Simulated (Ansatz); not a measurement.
# Abstraction of H: GeH(CH3)F2 + SiH2(SH) → Ge(CH3)F2 + SiH3(SH)

Gas-phase species: GeH(CH3)F2, singlet; SiH2(SH), doublet; Ge(CH3)F2, doublet; SiH3(SH), singlet. A radical takes H: the energy is the difference in strength between the Ge–H bond broken and the Si–H bond made.

Shapes, held fixed at every level: PBE0-D4/def2-TZVP. Flexible molecules stand in one conformer, not always the lowest. Programs: Ansatz 0.2.0. The zero-point and thermal change to 298 K, harmonic and unscaled (PBE0-D4/def2-TZVP), is +1.5 kJ/mol.

Question: Estimate ΔH(298 K) of this reaction.

Answer: The highest level, CCSD(T)/def2-TZVPP, gives ΔH(298 K) = -10.0 kJ/mol; the levels span -26.1 to -4.4. The column of differences is taken from that level and isn't an error. No measured value is set beside it here. Open shells run unrestricted. Relativity is left out for Ge. Outer-core shells of Ge are correlated, in sets that cover them unevenly.

| level | kind | ΔH(298 K) (kJ/mol) | less CCSD(T)/def2-TZVPP |
| --- | --- | --- | --- |
| HF/def2-SVP | Hartree–Fock | -6.0 | +4.0 |
| HF/def2-TZVPP | Hartree–Fock | -12.4 | -2.4 |
| BHLYP-D4/def2-TZVPP | global hybrid | -17.5 | -7.5 |
| wB97M-V/def2-TZVPP | range-separated hybrid | -26.1 | -16.1 |
| wB97X-V/def2-TZVPP | range-separated hybrid | -18.6 | -8.6 |
| CCSD(T)/def2-SVP | coupled cluster or CI | -4.4 | +5.6 |
| CCSD(T)/def2-TZVPP | coupled cluster or CI | -10.0 | 0.0 |
